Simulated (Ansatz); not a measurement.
Program: Ansatz. Geometries: PBE0-D4/def2-TZVP. ΔE: electronic, gas phase. CBS: MP2 limit from def2 TZ/QZ plus the TZ coupled-cluster correction, frozen cores. This one scheme is used for every species. Functionals use def2-TZVPP. B3LYP here is the variant with VWN-RPA as its local correlation; programs differ in this. One conformer a species, not always the lowest.

Reaction (substitution at a C–C bond): `C=CC(C)CC` + `CCBS` → `CCBSC` + `C=CC(C)C`

`C=CC(C)CC`:

```xyz
18

C     1.616    0.661    1.571
C     0.388    0.641    1.073
C    -0.209   -0.468    0.267
C    -1.424   -1.048    0.984
C    -0.590    0.013   -1.136
C     0.594    0.459   -1.975
H     2.303   -0.165    1.413
H     1.980    1.499    2.155
H    -0.271    1.492    1.255
H     0.547   -1.257    0.163
H    -2.197   -0.284    1.115
H    -1.157   -1.427    1.972
H    -1.861   -1.867    0.407
H    -1.312    0.833   -1.042
H    -1.119   -0.800   -1.646
H     0.275    0.786   -2.967
H     1.127    1.287   -1.502
H     1.310   -0.357   -2.108
```

`CCBS`:

Z-matrix (Å, degrees):
```
C
C 1 1.529
H 1 1.093 2 111.3
H 1 1.092 2 111.1 3 -119.5
H 1 1.093 2 111.6 3 120.0
B 2 1.561 1 114.1 3 64.6
H 2 1.101 1 108.7 3 -178.5
H 2 1.095 1 110.6 3 -63.1
S 6 1.778 2 125.5 1 -139.5
H 6 1.198 2 121.2 1 42.0
H 9 1.346 6 98.9 2 1.8
```

`CCBSC`:

Cartesian coordinates in Å:
```
C -1.397 -1.709 0.382
C -0.311 -0.668 0.135
B -0.826 0.776 -0.183
S 0.211 2.177 -0.481
C 1.904 1.561 -0.331
H -0.977 -2.696 0.594
H -2.052 -1.807 -0.487
H -2.027 -1.427 1.229
H 0.366 -0.615 0.999
H 0.340 -0.990 -0.690
H -1.992 1.047 -0.254
H 2.576 2.399 -0.514
H 2.099 0.782 -1.068
H 2.087 1.170 0.669
```

`C=CC(C)C`:

```xyz
15

C     0.425    1.128   -1.706
C     0.840    0.760   -0.502
C     0.318   -0.376    0.323
C    -0.140    0.139    1.687
C    -0.778   -1.178   -0.355
H     0.866    1.977   -2.215
H    -0.365    0.602   -2.231
H     1.636    1.336   -0.030
H     1.170   -1.049    0.503
H     0.655    0.696    2.190
H    -0.436   -0.688    2.337
H    -0.997    0.808    1.575
H    -0.445   -1.589   -1.311
H    -1.658   -0.556   -0.543
H    -1.090   -2.011    0.279
```

```json
{"level": "r2SCAN-D4", "ΔE (kJ/mol)": "6.4", "difference from CCSD(T)/CBS": "-3.5"}
{"level": "PBE0-D4", "ΔE (kJ/mol)": "7.7", "difference from CCSD(T)/CBS": "-2.2"}
{"level": "B3LYP-D4", "ΔE (kJ/mol)": "7.5", "difference from CCSD(T)/CBS": "-2.4"}
{"level": "B2PLYP", "ΔE (kJ/mol)": "9.2", "difference from CCSD(T)/CBS": "-0.7"}
{"level": "PBE", "ΔE (kJ/mol)": "5.3", "difference from CCSD(T)/CBS": "-4.6"}
{"level": "r2SCAN", "ΔE (kJ/mol)": "6.0", "difference from CCSD(T)/CBS": "-3.9"}
{"level": "PBE0", "ΔE (kJ/mol)": "7.6", "difference from CCSD(T)/CBS": "-2.3"}
{"level": "HF/def2-TZVPP", "ΔE (kJ/mol)": "14.1", "difference from CCSD(T)/CBS": "4.2"}
{"level": "CCSD(T)/def2-TZVPP", "ΔE (kJ/mol)": "12.6", "difference from CCSD(T)/CBS": "2.7"}
{"level": "HF/def2-QZVPP", "ΔE (kJ/mol)": "13.9", "difference from CCSD(T)/CBS": "4.0"}
{"level": "CCSD(T)/CBS", "ΔE (kJ/mol)": "9.9", "difference from CCSD(T)/CBS": "0"}
```

Largest T1 diagnostic among the species: 0.012.
